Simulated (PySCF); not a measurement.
## Correlation energy of Al⁺ (aluminium, charge +1)

[Ne] 3s1 3p1, high-spin 3P determinant (an excited configuration). All numbers are calculated (PySCF 2.14, scalar relativity by spin-free X2C-1e, in x2c-TZVPPall with one added diffuse shell each of s, p, d type (6s6p4d1f, 51 functions)). Frozen: 1s2; 10 electrons correlated.

| level | correlation energy (mhartree) |
| --- | --- |
| CCSD | -152.60 |
| (T) | -1.20 |
| CCSD(T) | -153.80 |

Diagnostics: T1 = 0.0043, D1 = 0.0135, largest double amplitude 0.033.

Question: Is a single reference adequate?

Answer: Yes: T1 lies below 0.03 and no double amplitude reaches 0.07.

This basis was not built for core-valence correlation, so the inner-shell part is incomplete.
